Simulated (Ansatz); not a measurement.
`SC1[SiH2]C[SiH2]1`. Charge 0, multiplicity 1.

```xyz
13

S     0.6941   -1.4192   -2.1198
C    -0.2178   -0.3562   -0.9980
Si    0.6784    1.1902   -0.3408
C    -0.0973    0.9516    1.3663
Si   -0.5008   -0.8143    0.8237
H    -0.1038   -2.5004   -2.0690
H    -1.1584   -0.0236   -1.4524
H     0.3592    2.4572   -1.0518
H     2.1501    0.9864   -0.3247
H    -0.9976    1.5577    1.4942
H     0.5437    1.0834    2.2365
H     0.5144   -1.7939    1.2883
H    -1.8642   -1.3188    1.1476
```

Question: List the harmonic frequencies (cm⁻¹, unscaled) at PBE0-D4/def2-TZVP in Ansatz. (An estimate is asked.)

Answer: The calculation gave: 56, 158, 195, 217, 361, 432, 474, 504, 583, 622, 664, 697, 731, 758, 772, 866, 904, 928, 933, 953, 958, 965, 1011, 1155, 1387, 2203, 2214, 2229, 2234, 2681, 3052, 3093, 3164.

Question: Is this a minimum?

Answer: Yes, all 33 modes are real.

Question: Give the ideal-gas thermochemistry at 298.15 K and 1 bar (rigid rotor, harmonic oscillator; point group C1, symmetry number 1).

Answer: Zero-point energy 228.2 kJ/mol; H(298) − E = 251.0 kJ/mol; entropy 360.8 J/(mol·K), of which translation 168.6, rotation 116.8, vibration 75.4; G(298) − E = 143.4 kJ/mol. Modes under 100 cm⁻¹ are hindered rotations or soft bends, so the harmonic entropy is rough.

Question: And at 400, 500, 600, 800 and 1000 K?

Answer: 
```csv
T (K),H − E (kJ/mol),S (J/mol/K),G − E (kJ/mol)
400,265.8,403.4,104.4
500,283.1,441.8,62.2
600,302.4,476.9,16.2
800,345.4,538.7,-85.5
1000,392.8,591.5,-198.7
```
